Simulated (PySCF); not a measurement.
Ionisation energy of Cr⁺ by level of theory

Cr⁺ [Ar] 3d5 (6S) → Cr²⁺ [Ar] 3d4 (5D), as a difference of total energies. All numbers are calculated (PySCF 2.14, the non-relativistic Hamiltonian (point nucleus), in aug-cc-pVTZ with one added diffuse shell each of s, p, d, f, g type (9s8p6d4f3g, 118 functions)). Correlated levels: valence: [Ar] frozen. The calculations carry no spin-orbit coupling.

```csv
method,ionisation energy (eV)
UHF,15.133
LDA,17.653
PBE,17.269
PBE0,16.920
r2SCAN,16.979
TPSS,16.953
wB97X,16.509
TPSSh,16.840
MP2 (valence),16.115
SCS-MP2 (valence),15.461
```

How much does correlation contribute at MP2 (valence)?

16.115 − (15.133) = 0.982 eV, measured against UHF.

A first-order spin-orbit estimate (lowest level to lowest level, LS coupling) adds -0.053 eV.

These non-relativistic numbers lack the scalar-relativistic shift.

Errors of the correlated levels include the incompleteness of this basis and the frozen core.

For comparison: 16.486 eV (measured; NIST Atomic Spectra Database, ionization energies).
